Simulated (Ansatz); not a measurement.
Program: Ansatz. Geometries: PBE0-D4/def2-TZVP. ΔE: electronic, gas phase. CCSD(T)/CBS is the MP2 limit (def2-TZVPP, def2-QZVPP) plus CCSD(T) − MP2 in def2-TZVPP, frozen cores. DFT in def2-TZVPP. B3LYP here is the variant with VWN-RPA as its local correlation; programs differ in this. def2 core potentials past Kr. For Ge, I outer-core shells are correlated without core-valence functions, which leaves a few kJ/mol of doubt a bond. Scalar relativity is left out up to krypton. One conformer a species, not always the lowest.

`OC[S][GeH3]` + HI → `[GeH3][I]` + `OCS`  (ligand exchange at a Ge–S bond)

(1) Is it downhill or uphill in electronic energy at CCSD(T)/CBS, and by how much? (Best estimate.)

(2) What do these levels give: PBE-D4, r2SCAN-D4, B3LYP-D4, r2SCAN, PBE0, HF/def2-TZVPP, MP2/def2-TZVPP, CCSD/def2-TZVPP, HF/def2-QZVPP, MP2/def2-QZVPP, HF/CBS(def2), MP2/CBS(def2)? (An estimate is asked.)

Largest T1 diagnostic among the species: 0.012.

Results:

(1) Computed: Downhill: ΔE = -0.34 eV.

(2) Ansatz gave: PBE-D4 -0.28, r2SCAN-D4 -0.31, B3LYP-D4 -0.33, r2SCAN -0.32, PBE0 -0.36, HF/def2-TZVPP -0.50, MP2/def2-TZVPP -0.33, CCSD/def2-TZVPP -0.33, HF/def2-QZVPP -0.52, MP2/def2-QZVPP -0.36, HF/CBS(def2) -0.52, MP2/CBS(def2) -0.38 eV.

From PBE to PBE0 (25 % exact exchange), in def2-TZVPP and without D4, ΔE moves by −0.05 eV. In def2-TZVPP, CCSD(T) changes the Hartree–Fock value by +0.21 eV (the triples alone add +0.03 eV) and MP2 by +0.17 eV.
